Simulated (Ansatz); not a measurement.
Ansatz (an electronic-structure program) input (B3LYP-D3(BJ)/def2-TZVP):

Ansatz 0.2 input:
```yaml
crystal:
  periodic: [false, false, false]
  atoms:
    - {symbol: Si, position_ang: [-0.36872790, -0.40330106, -0.48586561]}
    - {symbol: F, position_ang: [-0.95039956, 1.16555695, -0.27337129]}
    - {symbol: Cl, position_ang: [1.90550627, 0.01182001, -0.13552689]}
    - {symbol: H, position_ang: [-0.60059405, -0.77375631, 0.93869935]}
basis:
  gaussian:
    orbitals: def2-TZVP
hamiltonian:
  xc: b3lyp
  dispersion: d3bj
total_charge: -1
relax: {f_tol: 0.002, max_steps: 150}
```

End of the output:

```
integrals: 0.03 GiB planned
724 factors; their error is unknown
mean field: 0.32 GiB planned
mean field evaluation 32: about -23139.7932 eV, gradient 2.7e-5 eV
mean field -23139.79320458 eV, -850.3717155531 hartree, gradient 2.5e-5 eV, S^2 0.000000; 0 other end points of the search recorded, 0 dependent functions left out
the calculation of the forces begins
reference -23139.79341047 eV, -850.3717231195 hartree; 21, 21 occupied and 90, 90 virtual orbitals, 724 factors
relax step   4: F+E_penalty+E_count = -23139.93358929 eV  Δ(F+E_penalty+E_count) = -1.575e-3 eV  max|allowed force component| = 5.850e-2 eV/Å  Δτ_max = 0.0128 Å  (28 SCF iters, accepted)
these checks for a lower state are left out or cut short: starts, cluster_reference, orbital_swaps, neighbouring_geometries, increment
integrals: 0.03 GiB planned
724 factors; their error is unknown
mean field: 0.32 GiB planned
mean field -23139.79312228 eV, -850.3717125288 hartree, gradient 2.5e-5 eV, S^2 0.000000; 0 other end points of the search recorded, 0 dependent functions left out
the calculation of the forces begins
reference -23139.79332811 eV, -850.3717200926 hartree; 21, 21 occupied and 90, 90 virtual orbitals, 724 factors
relax step   5: F+E_penalty+E_count = -23139.93364270 eV  Δ(F+E_penalty+E_count) = -5.341e-5 eV  max|allowed force component| = 4.557e-2 eV/Å  Δτ_max = 0.0054 Å  (29 SCF iters, accepted)
these checks for a lower state are left out or cut short: starts, cluster_reference, orbital_swaps, neighbouring_geometries, increment
integrals: 0.03 GiB planned
724 factors; their error is unknown
mean field: 0.32 GiB planned
mean field -23139.79337706 eV, -850.3717218917 hartree, gradient 2.5e-5 eV, S^2 0.000000; 0 other end points of the search recorded, 0 dependent functions left out
the calculation of the forces begins
reference -23139.79358279 eV, -850.3717294519 hartree; 21, 21 occupied and 90, 90 virtual orbitals, 724 factors
relax step   6: F+E_penalty+E_count = -23139.93389087 eV  Δ(F+E_penalty+E_count) = -2.482e-4 eV  max|allowed force component| = 8.575e-3 eV/Å  Δτ_max = 0.0052 Å  (28 SCF iters, accepted)
these checks for a lower state are left out or cut short: starts, cluster_reference, orbital_swaps, neighbouring_geometries, increment
integrals: 0.03 GiB planned
724 factors; their error is unknown
mean field: 0.32 GiB planned
mean field -23139.79340025 eV, -850.3717227440 hartree, gradient 7.3e-5 eV, S^2 0.000000; 0 other end points of the search recorded, 0 dependent functions left out
the calculation of the forces begins
reference -23139.79360598 eV, -850.3717303044 hartree; 21, 21 occupied and 90, 90 virtual orbitals, 724 factors
relax step   7: F+E_penalty+E_count = -23139.93390588 eV  Δ(F+E_penalty+E_count) = -1.501e-5 eV  max|allowed force component| = 1.717e-3 eV/Å  Δτ_max = 0.0022 Å  (20 SCF iters, accepted)
integrals: 0.03 GiB planned
724 factors; their error is unknown
mean field: 0.32 GiB planned
mean field evaluation 64: about -23139.7934 eV, gradient 1.6e-2 eV
mean field -23139.79340025 eV, -850.3717227440 hartree, gradient 7.3e-5 eV, S^2 0.000000; 1 other end points of the search recorded, 0 dependent functions left out
the calculation of the forces begins
reference -23139.79360598 eV, -850.3717303044 hartree; 21, 21 occupied and 90, 90 virtual orbitals, 724 factors
Total energy: -23139.93411161 eV, -850.3768937909 hartree
Atom 0 at    -0.359938    -0.383996    -0.496069 Å, force    -0.000472     0.000060    -0.000923 eV/Å
Atom 1 at    -0.927025     1.187260    -0.302058 Å, force     0.000171    -0.001625     0.001111 eV/Å
Atom 2 at     1.857310     0.017300    -0.135666 Å, force     0.000070    -0.000152     0.000406 eV/Å
Atom 3 at    -0.584562    -0.820244     0.977729 Å, force     0.000231     0.001717    -0.000593 eV/Å
Dipole moment:     0.077187     0.102133     0.034008 e Å
```

It need not be the lowest isomer of its formula. Whether it binds its extra electron was not tested at this geometry.
